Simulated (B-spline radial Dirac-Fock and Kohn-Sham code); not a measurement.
## Kohn-Sham estimates against Dirac-Fock for the levels of Ru⁶⁺

System: ruthenium as Ru⁶⁺ in the configuration [Kr] 4d2.

The density-functional columns are spherical, spin-unpolarised Dirac-Kohn-Sham results without Breit or QED terms: −ε is minus the orbital energy of the initial state and ΔSCF the difference of two total energies. The reference in the last column comes from Dirac-Fock (average of configuration) total-energy differences with a finite nucleus, the Breit interaction including its frequency dependence, and self-energy and vacuum-polarisation corrections. All numbers are from a radial atomic solver, in eV; a selection of levels is shown. For the 1s level of heavy atoms much of the gap between ΔSCF and the reference is the Breit and QED part, -63.3 eV here; for other levels the error of the functional can be larger.

```
     level   LDA −ε  LDA ΔSCF   PBE −ε  PBE ΔSCF  Dirac-Fock
    K (1s)  21988.1   22280.6  22017.1   22310.5     22224.6
   L1 (2s)   3241.2    3295.6   3244.5    3298.7      3339.0
L2 (2p1/2)   3003.9    3070.2   3005.0    3071.2      3076.7
L3 (2p3/2)   2873.2    2936.7   2874.0    2937.5      2947.7
   M1 (3s)    645.2     666.6    646.3     667.8       694.8
M2 (3p1/2)    553.1     574.9    553.5     575.2       592.6
M3 (3p3/2)    530.8     552.2    531.2     552.5       570.1
M4 (3d3/2)    367.3     389.9    367.0     389.6       389.9
M5 (3d5/2)    363.0     385.4    362.6     385.1       385.7
   N1 (4s)    162.5     173.0    162.5     173.0       178.6
N2 (4p1/2)    133.7     143.8    133.6     143.7       143.5
N3 (4p3/2)    129.9     139.8    129.8     139.7       139.7
 N4,5 (4d)    84.34     93.03    84.15     92.84       91.69
```

Q: Order the estimates of the K (1s) level by their distance from the Dirac-Fock value, nearest first.
A. PBE −ε
B. LDA −ε
C. LDA ΔSCF
D. PBE ΔSCF

A: C (56.0 eV), D (85.9 eV), A (207.5 eV), B (236.5 eV).

Values without a named source are computed, but for edge energies of neutral atoms, which are taken from tables.
